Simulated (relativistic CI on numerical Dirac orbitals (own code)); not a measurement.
**W²⁺: L2,3 absorption edge**

Computed with this model: Dirac-Coulomb-Breit CI, separate exchange-only KLI orbitals for each configuration, a model potential for QED, valence Slater integrals scaled by 0.7, multiplet model of core-to-valence dipole absorption; configurations [Xe] 4f14 5d4 → [He] 2s2 2p5 3s2 3p6 3d10 4s2 4p6 4d10 4f14 5s2 5p6 5d5; 300 K; Lorentzian 5 eV and Gaussian 1 eV FWHM. Energies are those of the free ion, without screening or charge transfer. The branching ratio is the share of the lower-energy edge in the whole absorption, uncertain by about 0.02 where the edges overlap. S is read from ⟨S²⟩ = S(S + 1).

Field parameters in Wybourne normalisation: D4h B²₀ = −7Ds, B⁴₀ = 21(Dq − Dt), B⁴₄ = 21√(5/14) Dq. The field is a parameter set, without covalency.

free ion: ground-state S = 1.82, centroid 10328.44 eV, branching ratio 0.906. Peaks (eV, height): 10203.0 (100), 11542.5 (11).

D4h, 10Dq = 33900, Ds = -1500, Dt = 800 cm⁻¹: ground-state S = 0.99, centroid 10495.35 eV, branching ratio 0.782. Peaks (eV, height): 10204.0 (100), 11542.5 (28).

D4h, 10Dq = 33900, Ds = 1070, Dt = 800 cm⁻¹: ground-state S = 1.00, centroid 10430.88 eV, branching ratio 0.830. Peaks (eV, height): 10204.0 (100), 11543.0 (22).

The statistical ratio of this edge is 2/3 = 0.667. Values above it arise where the holes sit mainly in the j = l + 1/2 valence subshell or the ground state has high spin; values below it where core-valence Coulomb terms move weight to the upper edge, as in nearly empty shells. At deep edges of heavy elements the radial integrals of the two core levels differ, which raises the baseline.

Strongest unbroadened transitions for D4h, 10Dq = 33900, Ds = -1500, Dt = 800 cm⁻¹:

```
Energy (eV)  Relative strength
   10201.73               62.1
   10201.79               66.4
   10204.07               18.2
   10204.15                8.0
   10204.18               29.2
   10204.27               39.2
   10204.33              100.0
   10204.47                8.1
   10204.91               15.2
   10204.92               10.6
   10205.00                9.5
   10205.68               11.4
   10205.85                9.6
   11540.43               14.0
   11540.82                8.1
   11540.92               18.7
   11542.81               18.7
   11542.98               26.7
```
